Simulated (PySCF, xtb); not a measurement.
ZnBr, SMILES [Zn][Br] (connectivity only; charge and spin as stated), neutral, multiplicity 2.

Harmonic wavenumbers (cm⁻¹) from GFN2-xTB (xtb) at its own minimum, in rising order: 179.

Question: What does PBE-D3(BJ)/def2-TZVP (PySCF) give at its own minimum? (The exact figures need the calculation; the answer reports its results.)

Answer: 255. Paired by order, the mean absolute difference is 75 cm⁻¹ and the zero-point energies are 0.3 and 0.4 kcal/mol.
